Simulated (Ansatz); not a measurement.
C3H6O3, charge +1, doublet, at a GFN2-xTB geometry (a state made from the parent by changing its charge; the spin is typed, not shown lowest). Base run: HF/STO-3G (Ansatz, a quantum-chemistry and plane-wave program).

Here is a job for Ansatz.
Ansatz 0.2 input:
```yaml
crystal:
  periodic: [false, false, false]
  atoms:
    - {symbol: C, position_ang: [2.33990285, 0.02941708, 0.04714786]}
    - {symbol: O, position_ang: [1.11216933, -0.60569714, 0.10534414]}
    - {symbol: C, position_ang: [-0.00671483, 0.13926615, -0.00330296]}
    - {symbol: O, position_ang: [-0.06143046, 1.31624464, -0.13731416]}
    - {symbol: O, position_ang: [-1.05132865, -0.71099533, 0.06388082]}
    - {symbol: C, position_ang: [-2.33179129, -0.19795586, -0.04238490]}
    - {symbol: H, position_ang: [2.26312278, 1.10441969, 0.25431416]}
    - {symbol: H, position_ang: [3.01653692, -0.51791034, 0.72250398]}
    - {symbol: H, position_ang: [2.79796641, -0.10367022, -0.95399900]}
    - {symbol: H, position_ang: [-2.97741663, -0.80963811, 0.60763019]}
    - {symbol: H, position_ang: [-2.73616648, -0.37301836, -1.06006036]}
    - {symbol: H, position_ang: [-2.36770519, 0.87903572, 0.16556459]}
basis:
  gaussian:
    orbitals: STO-3G
hamiltonian:
  xc: hf
total_charge: 1
magnetization: {spin_polarized: true, initial_magnetization: 1}
```

The base run was repeated with changes; each row names its change, and settings that it needs were set with it.

| change | basis functions | E (Eh) | core-seconds (rough) |
|---|---|---|---|
| base | 36 | -336.96654 | 6 |
| basis = 6-31G | 66 | -341.13104 | 10 |
| basis = def2-SV(P) | 96 | -341.03970 | 20 |
| basis = def2-SVP | 114 | -341.05859 | 30 |
| basis = cc-pVDZ | 114 | -341.35250 | 30 |
| basis = pc-1 | 114 | -341.22562 | 40 |
| basis = 6-31G** | 120 | -341.33197 | 40 |
| basis = 6-311++G** | 174 | -341.41695 | 70 |
| basis = def2-SVPD | 177 | -341.07962 | 70 |
| basis = aug-cc-pVDZ | 192 | -341.37193 | 90 |
| basis = def2-TZVP | 222 | -341.46902 | 100 |
| basis = cc-pVTZ | 264 | -341.45790 | 200 |
| basis = pcseg-2 | 264 | -341.45190 | 100 |

Totals compare only among sets that treat the same electrons; sets with core potentials leave the core out.
